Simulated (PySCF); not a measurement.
PySCF input file for C₃H₃FO₂, SMILES FC1=COCO1, PBE/pcSseg-1. Geometry optimised at B3LYP-D3(BJ)/def2-SVP. A frequency run showed that this geometry is not a minimum. Other conformers were not sampled.

```python
import numpy as np
from pyscf import gto, scf, dft
from pyscf.prop.nmr import rks as nmr

mol = gto.M(
    atom='''
    F    -0.07811896   -2.03583561   -0.00000000
    C     0.06685711   -0.73365802    0.00000000
    C     1.15222274    0.03927853   -0.00000000
    O     0.75166228    1.37022071    0.00000000
    C    -0.66947900    1.35387663    0.00000000
    O    -1.08770496   -0.01511947    0.00000000
    H     2.21274715   -0.18549952   -0.00000000
    H    -1.05947011    1.85511367    0.90621801
    H    -1.05947011    1.85511367   -0.90621802
    ''',
    basis='pcSseg-1',
    charge=0,
    spin=0,
    max_memory=1600,
    verbose=3,
)
mf = dft.RKS(mol, xc='pbe')
mf.grids.level = 3
mf.conv_tol = 1e-10
mf.max_cycle = 100
mf.kernel()
n = nmr.NMR(mf)
n.verbose = 2
n.max_cycle_cphf = 60
sigma = n.kernel()
print('atom   isotropic/ppm   span/ppm')
for i, s in enumerate(sigma):
    w = np.linalg.eigvalsh((s + s.T) / 2)
    print(f'{mol.atom_symbol(i):2s}{i + 1:3d} {w.mean():14.3f} {w[2] - w[0]:11.3f}')
```

Log of the run:

```
converged SCF energy = -365.928026524528
atom   isotropic/ppm   span/ppm
F   1        321.601      91.117
C   2         14.383     119.882
C   3         76.384      80.205
O   4        256.965     188.061
C   5         71.217      56.535
O   6        200.150     206.654
H   7         25.312       1.798
H   8         24.887       7.878
H   9         24.887       7.878
```

The run converged.
